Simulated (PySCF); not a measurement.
Isomers of C4H3N. All species are isolated molecules in the gas phase. Strings in code marks are SMILES.

Computed with PBE-D3(BJ)/def2-TZVP // B3LYP-D3(BJ)/def2-TZVP run with PySCF. All candidates: neutral, multiplicity 1. Excitations are Tamm–Dancoff values on a coarser integration grid. The basis has no diffuse functions, so Rydberg states are missing or too high.

The T1 excitation (TDA) is 3.96 eV and the dipole moment is 4.33 D. The LUMO is -2.36 eV.

Question: Name which member has these values.
A) `C=C=CC#N`
B) `C#CNC#C`
C) `C#CC=C=N`
D) `C#CN=C=C`

Answer: A, `C=C=CC#N`. The others give `C#CN=C=C`: 3.26 eV, 1.13 D, -2.32 eV; `C#CC=C=N`: 3.57 eV, 1.62 D, -1.68 eV; `C#CNC#C`: 4.44 eV, 1.21 D, -0.69 eV
